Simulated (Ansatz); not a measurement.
The first iterations of a band of a periodic cell of 17 atoms, Be16H (host Be, host structure hcp, interstitial H).

Level of theory: Ansatz, DFT PBE, scalar-relativistic, plane waves, PAW. Settings: cutoff 420 eV, k mesh 4x4x3, fermi-dirac smearing 0.15 eV, no spin polarisation.

* movable images: 3
* climbing image: yes
* spring: 2.0 eV/Å²
* optimiser: quadratic models (default)
* start path: IDPP
* force threshold: 0.05 eV/Å
* iteration limit: 80
* end points: relaxed

Initial state:

```xyz
17
Lattice="-2.2900 -3.9664 0.0000 3.4350 -1.9832 0.0000 0.0000 0.0000 7.1769" Properties=species:S:1:pos:R:3
Be 0.000 -3.968 -0.035
Be 0.001 -2.531 1.799
Be 0.002 -3.969 3.624
Be 0.000 -2.643 5.394
Be -1.148 -1.982 0.019
Be 2.248 -2.621 1.817
Be -1.143 -1.977 3.615
Be 2.286 -2.643 5.405
Be 1.140 -1.982 0.007
Be 1.046 -0.720 1.799
Be 1.140 -1.982 3.619
Be 1.142 -0.664 5.394
Be -0.004 -0.001 0.019
Be 1.258 -4.694 1.806
Be -0.005 -0.006 3.615
Be 1.153 -4.634 5.399
H 0.006 -3.971 2.003
```

Final state:

Only the atoms that move by more than 0.05 Å are listed.
```
Be2 -0.005 -2.645 1.760
Be3 -0.005 -4.084 3.585
Be6 2.292 -2.641 1.770
Be7 -1.263 -1.920 3.579
Be10 1.146 -0.666 1.766
Be11 1.240 -1.926 3.586
Be14 1.140 -4.637 1.770
Be15 0.038 -0.026 3.568
H17 -0.010 -2.642 3.386
```

| iteration | highest image above the first end (eV) | largest band force component (eV/Å) |
| --- | --- | --- |
| 1 | 0.811 | 0.768 |
| 2 | 0.692 | 0.408 |
| 3 | 0.545 | 0.649 |

Question: Does the band converge within its limit, and where does its top end?

Answer: The run converged. It ended after 9 iterations with the highest image 0.360 eV above the first end. The profile has 2 maxima (images 1, 3) with wells between them (image 2): this band takes more than one step, which may be the mechanism or a detour left from its start path. By the program's own check the climbing image is of a kind that is not told: the force calls were inconclusive, a negative curvature could not be distinguished from the path's own, the only one lies far off the path, or fixed occupations may fill a level only in part (lowest curvatures found: -2.28 and 2.86 eV/Å²). Limits of this set-up: coarse k mesh, odd electron count without spin.

The run took 5.5 min on 1 thread of AMD EPYC 7R13 Processor (Zen 3), with other jobs on the host, peak memory 0.61 GiB.
